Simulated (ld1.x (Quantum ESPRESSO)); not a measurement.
Scattering properties, TM semilocal potential for aluminium (Al)

aluminium, norm-conserving Troullier–Martins (semilocal form), made with ld1.x (Quantum ESPRESSO) 7.5 (PBE, scalar-relativistic). Core [Ne], reference 3s2 3p0 (charge +1). Waves: 3s (bound): rc 1.50 bohr; 3p (bound, empty): rc 2.70 bohr. Local part: the p channel. Core correction: none.

The phase is arctan(r·u′/u) with u = r·R(r), unwrapped; energies in Ry, scanned from -3 to 5 Ry. A pole is an energy at which the radial function vanishes at the test radius. The pseudo phase is shifted by a multiple of π to meet the all-electron one at the reference energy, and phase errors are pseudo minus all-electron; the curves can meet again beyond the range given. Levels narrower than the energy grid can be missing from the lists of poles.

Question: For each channel, where are the poles, and over which energies does the pseudopotential scatter like the atom?

Answer:

| channel | radius (bohr) | reference energy (Ry) | poles, all-electron | poles, pseudo | unbroken range about the reference energy with phases within 0.05 rad | phase error 1 Ry above the reference energy (rad) |
| --- | --- | --- | --- | --- | --- | --- |
| s | 2.94 | -1.09 | -0.36 | -0.37, 3.76 | below 1.0 | -0.004 |
| p | 2.94 | -0.67 | 0.36 | 0.35 | below 1.8 | -0.003 |

Phases in the s channel:

| E (Ry) | all-electron | pseudo |
| --- | --- | --- |
| -3.00 | 1.304 | 1.304 |
| -2.76 | 1.280 | 1.279 |
| -2.52 | 1.248 | 1.247 |
| -2.28 | 1.202 | 1.202 |
| -2.04 | 1.132 | 1.131 |
| -1.80 | 1.006 | 1.004 |
| -1.56 | 0.723 | 0.721 |
| -1.32 | -0.060 | -0.062 |
| -1.08 | -0.979 | -0.979 |
| -0.84 | -1.333 | -1.333 |
| -0.60 | -1.485 | -1.486 |
| -0.36 | -1.571 | -1.574 |
| -0.12 | -1.632 | -1.636 |
| 0.12 | -1.682 | -1.689 |
| 0.36 | -1.729 | -1.739 |
| 0.60 | -1.778 | -1.795 |
| 0.84 | -1.836 | -1.866 |
| 1.08 | -1.912 | -1.970 |
| 1.32 | -2.025 | -2.150 |
| 1.56 | -2.217 | -2.535 |
| 1.80 | -2.592 | -3.323 |
| 2.04 | -3.262 | -3.999 |
| 2.28 | -3.875 | -4.302 |
| 2.52 | -4.194 | -4.450 |
| 2.76 | -4.359 | -4.537 |
| 3.00 | -4.457 | -4.596 |
| 3.24 | -4.521 | -4.640 |
| 3.48 | -4.567 | -4.676 |
| 3.72 | -4.602 | -4.707 |
| 3.96 | -4.630 | -4.737 |
| 4.20 | -4.653 | -4.767 |
| 4.44 | -4.672 | -4.800 |
| 4.68 | -4.690 | -4.840 |
| 4.92 | -4.706 | -4.894 |
